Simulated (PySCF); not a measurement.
**How a change of structure moves an absorption spectrum**

Computed with TDDFT B3LYP/def2-SVPD, vertical, gas phase, core orbitals frozen in the response, def2 core potentials past Kr in PySCF 2.14.0, density-fitted response routines. Geometries: PBE0-D3(BJ)/def2-SVP; one conformer of each isolated species. Triplets are in the Tamm–Dancoff approximation. Atoms past krypton carry core potentials; spin–orbit coupling is left out.

Parent: BiMe3 (`[CH3][Bi]([CH3])[CH3]`), with lowest singlet excitation energy 5.57 eV, mean static polarisability 92.6 au, S1–T1 gap 0.81 eV, HOMO–LUMO gap 6.27 eV. Its spectrum: 223 nm (f 0.211 summed over 2 states); 212 nm (f 0.099); 198 nm (f 0.083); 196 nm (f 0.000); 188 nm (f 0.124 summed over 2 states).

**Question.** Give the shifts from the parent for: ligand (all three): Me to Cl (`[Cl][Bi]([Cl])[Cl]`); ligand (all three): Me to F (`[F][Bi]([F])[F]`); ligand (all three): Me to H (`[H][Bi]([H])[H]`).

**Answer.** 

| change | SMILES | Δ S1 (eV) | Δ α (au) | Δ S1−T1 (eV) | Δ gap (eV) |
| --- | --- | --- | --- | --- | --- |
| ligand (all three): Me to Cl | [Cl][Bi]([Cl])[Cl] | -0.72 | -2.0 | -0.29 | -0.53 |
| ligand (all three): Me to F | [F][Bi]([F])[F] | +1.33 | -52.6 | +0.14 | +1.46 |
| ligand (all three): Me to H | [H][Bi]([H])[H] | +0.57 | -41.1 | +0.05 | +0.73 |

S1 falls most with ligand (all three): Me to Cl (-0.72 eV), and it rises most with ligand (all three): Me to F (+1.33 eV). S1 is simply the lowest singlet of each species and needn't be the same kind of state throughout.
